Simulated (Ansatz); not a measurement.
Ansatz (a first-principles code) input (PBE0/6-31G*):

Ansatz 0.2 input:
```yaml
crystal:
  periodic: [false, false, false]
  atoms:
    - {symbol: S, position_ang: [1.41574397, -0.31348429, 1.36759233]}
    - {symbol: Si, position_ang: [0.10349011, -0.43784748, -0.32324774]}
    - {symbol: Cl, position_ang: [-1.79599409, -0.58385594, 0.47088468]}
    - {symbol: Cl, position_ang: [0.23116471, 1.24497202, -1.52730997]}
    - {symbol: H, position_ang: [2.50133470, -0.09335977, 0.60322070]}
basis:
  gaussian:
    orbitals: 6-31G*
hamiltonian:
  xc: {name: PBE0}
magnetization: {spin_polarized: true, initial_magnetization: 1}
```

End of the output:

```
integrals: 0.03 GiB planned
691 factors; integrals over basis functions are off by at most 7.6e-4 eV
0.14 GiB of the device are held for the grids
0.66 GiB of device memory are held for the factors and their scratch space
mean field: 0.22 GiB planned
mean field evaluation 1: about -43758.6781 eV, gradient 1.1e1 eV
mean field evaluation 2: about -43758.5642 eV, gradient 1.3e1 eV
mean field evaluation 4: about -43759.5362 eV, gradient 4.3e-1 eV
mean field evaluation 8: about -43759.6515 eV, gradient 6.5e-2 eV
mean field evaluation 16: about -43759.6516 eV, gradient 1.2e-4 eV
mean field -43759.65155260 eV, -1608.1375332009 hartree, gradient 3.2e-5 eV, S^2 0.752621; 0 other end points of the search recorded, 0 dependent functions left out
reference -43759.65157602 eV, -1608.1375340615 hartree; 33, 32 occupied and 45, 46 virtual orbitals, 691 factors
Total energy: -43759.65157602 eV, -1608.1375340615 hartree
```

It need not be the lowest isomer of its formula.
